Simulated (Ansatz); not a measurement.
Species, as SMILES: O=BF.
Geometry (B3LYP-D3(BJ)/def2-TZVP, fixed):
```xyz
3

F      0.0000     0.0000    -1.1989
B      0.0000     0.0000     0.0871
O      0.0000     0.0000     1.2943
```
Charge 0, spin multiplicity 1.

How fast the dipole moment converges with the basis for several methods (Ansatz, a program for electronic structure): deviation from each method's own reference, in D. References: HF 2.441 D, the value in aug-pcseg-3; MP2 2.053 D, the value in aug-pcseg-3; PBE 2.073 D, the value in aug-pcseg-3; PBE0 2.159 D, the value in aug-pcseg-3. Cartesian d functions, on some or all atoms, in 6-31G**; all else is spherical. In correlated methods cores are frozen. No added dispersion term, no relativity. The reference of a correlated method is not its basis-set limit, which lies further on.

```json
[
 {"basis": "3-21G", "functions": "27", "HF": "-0.466", "MP2": "-0.612", "PBE": "-0.416", "PBE0": "-0.433"},
 {"basis": "def2-SVP", "functions": "42", "HF": "-0.182", "MP2": "-0.230", "PBE": "-0.204", "PBE0": "-0.194"},
 {"basis": "6-31G**", "functions": "45", "HF": "-0.091", "MP2": "-0.138", "PBE": "-0.108", "PBE0": "-0.100"},
 {"basis": "aug-cc-pVDZ", "functions": "69", "HF": "-0.018", "MP2": "-0.015", "PBE": "-0.026", "PBE0": "-0.026"},
 {"basis": "aug-pcseg-1", "functions": "69", "HF": "-0.007", "MP2": "-0.001", "PBE": "-0.022", "PBE0": "-0.019"},
 {"basis": "pcseg-2", "functions": "90", "HF": "-0.014", "MP2": "-0.032", "PBE": "-0.022", "PBE0": "-0.019"},
 {"basis": "def2-TZVPP", "functions": "93", "HF": "-0.026", "MP2": "-0.041", "PBE": "-0.029", "PBE0": "-0.026"},
 {"basis": "jun-cc-pV(T+d)Z", "functions": "117", "HF": "-0.003", "MP2": "-0.007", "PBE": "0.000", "PBE0": "0.000"},
 {"basis": "6-311++G(3df,3pd)", "functions": "117", "HF": "0.005", "MP2": "-0.003", "PBE": "0.003", "PBE0": "0.003"},
 {"basis": "aug-cc-pVTZ", "functions": "138", "HF": "-0.001", "MP2": "-0.001", "PBE": "0.000", "PBE0": "0.000"},
 {"basis": "def2-QZVPP", "functions": "171", "HF": "-0.005", "MP2": "-0.011", "PBE": "-0.008", "PBE0": "-0.006"},
 {"basis": "d-aug-cc-pVTZ", "functions": "186", "HF": "-0.002", "MP2": "0.000", "PBE": "0.000", "PBE0": "0.000"}
]
```

Mean absolute deviation over pcseg-2, def2-TZVPP, jun-cc-pV(T+d)Z, 6-311++G(3df,3pd), aug-cc-pVTZ, d-aug-cc-pVTZ: PBE0 0.008, HF 0.008, PBE 0.009, MP2 0.014 D.
